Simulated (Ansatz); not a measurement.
Mulliken charges of dimethyl selenide (`C[Se]C`) from ωB97M-V/def2-TZVPP in Ansatz (PBE0-D4/def2-TZVP geometry).

```json
{"atom": "C1", "x (Å)": "-0.594", "y (Å)": "0.668", "z (Å)": "-1.138", "charge (e)": "-0.441"}
{"atom": "Se2", "x (Å)": "1.137", "y (Å)": "0.570", "z (Å)": "-0.268", "charge (e)": "0.033"}
{"atom": "C3", "x (Å)": "0.626", "y (Å)": "-0.673", "z (Å)": "1.131", "charge (e)": "-0.441"}
{"atom": "H4", "x (Å)": "-0.893", "y (Å)": "-0.314", "z (Å)": "-1.503", "charge (e)": "0.141"}
{"atom": "H5", "x (Å)": "-0.489", "y (Å)": "1.349", "z (Å)": "-1.982", "charge (e)": "0.142"}
{"atom": "H6", "x (Å)": "-1.343", "y (Å)": "1.061", "z (Å)": "-0.450", "charge (e)": "0.141"}
{"atom": "H7", "x (Å)": "-0.158", "y (Å)": "-0.242", "z (Å)": "1.754", "charge (e)": "0.141"}
{"atom": "H8", "x (Å)": "0.292", "y (Å)": "-1.616", "z (Å)": "0.699", "charge (e)": "0.141"}
{"atom": "H9", "x (Å)": "1.512", "y (Å)": "-0.850", "z (Å)": "1.740", "charge (e)": "0.142"}
```

Q: By hand: the dipole of these point charges (1 e Å = 4.8032 D).

A: Σ q r = (-0.128, -0.065, 0.030) e Å, of length 0.147 e Å = 0.71 D.

Q: How does the dipole of the full density compare? (Estimate.)

A: Computed: (-0.269, -0.137, 0.064) e Å, 1.48 D; the point charges give 0.48 times that, at 0° from its direction.

Point charges leave out the atoms' own dipoles, such as those of lone pairs, and Mulliken's split depends on the basis, so the two needn't agree.
